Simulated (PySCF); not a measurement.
Species: C3H9NSi2.
Structure used (GFN2-xTB), in Å, numbered top down from 1:
```
atom  x, y, z in Å
C1    -0.462    2.832    1.311
C2    -0.270    1.987    0.477
Si3    0.047    0.626   -0.761
Si4    2.099   -0.327   -0.299
N5    -1.165   -0.604   -0.764
C6    -1.287   -1.626    0.246
H7    -0.628    3.583    2.031
H8    -0.148    1.253   -2.078
H9     3.186    0.582   -0.673
H10    2.336   -1.583   -1.019
H11    2.288   -0.638    1.124
H12   -2.067   -0.362   -1.147
H13   -1.800   -2.499   -0.165
H14   -1.841   -1.285    1.128
H15   -0.291   -1.931    0.567
```

Vertical excitations from PySCF (density fitting, frozen core in the response, grid level 2 and gas phase unless stated; continuum runs use non-equilibrium linear response for the excitations) on a GFN2-xTB geometry. Reference run:

| settings | S1, eV (f) | S2, eV (f) | S3, eV (f) | S4, eV (f) | S5, eV (f) | S6, eV (f) | T1, eV (Tamm–Dancoff) | mean α (au) |
| --- | --- | --- | --- | --- | --- | --- | --- | --- |
| PBE0/def2-SVPD, full TDDFT, 6 singlets | 5.13 (0.013) | 5.68 (0.001) | 5.82 (0.006) | 6.16 (0.000) | 6.24 (0.009) | 6.44 (0.010) | 4.74 | 98.5 |

Problem. What do these settings give: (1) LC-wPBE/6-311+G(2d,p), TDA, 6 singlets; (2) PBE0/6-311+G(2d,p), energy threshold 1e-06 Eh, full TDDFT, 3 singlets?

Solution. 
| settings | S1, eV (f) | S2, eV (f) | S3, eV (f) | S4, eV (f) | S5, eV (f) | S6, eV (f) | T1, eV (Tamm–Dancoff) | mean α (au) |
| --- | --- | --- | --- | --- | --- | --- | --- | --- |
| LC-wPBE/6-311+G(2d,p), TDA, 6 singlets | 5.95 (0.010) | 6.02 (0.003) | 6.39 (0.002) | 6.42 (0.005) | 7.00 (0.014) | 7.14 (0.012) | 4.88 | 92.2 |
| PBE0/6-311+G(2d,p), energy threshold 1e-06 Eh, full TDDFT, 3 singlets | 5.01 (0.014) | 5.59 (0.001) | 5.73 (0.005) | – | – | – | – | 96.5 |

(1) S1 moves by +0.82 eV; functional, basis and response scheme change together, so the shift can't be laid on one. (2) S1 moves by -0.12 eV. States are counted by energy in each run and needn't keep their character from row to row.

All basis functions are spherical, in the Pople sets too.

Problem. Give the leading configurations of S1 (H = HOMO, L = LUMO) and the HOMO–LUMO gap of each run.

Solution. 
```csv
settings,S1 configurations (weight),S1 (eV),orbital gap (eV),S1 − gap (eV)
"PBE0/def2-SVPD, full TDDFT, 6 singlets",H→L 0.98,5.13,6.39,-1.26
"LC-wPBE/6-311+G(2d,p), TDA, 6 singlets",H→L 0.72,5.95,10.97,-5.02
"PBE0/6-311+G(2d,p), energy threshold 1e-06 Eh, full TDDFT, 3 singlets",H→L 0.98,5.01,6.28,-1.27
```

One conformer stands for the species.
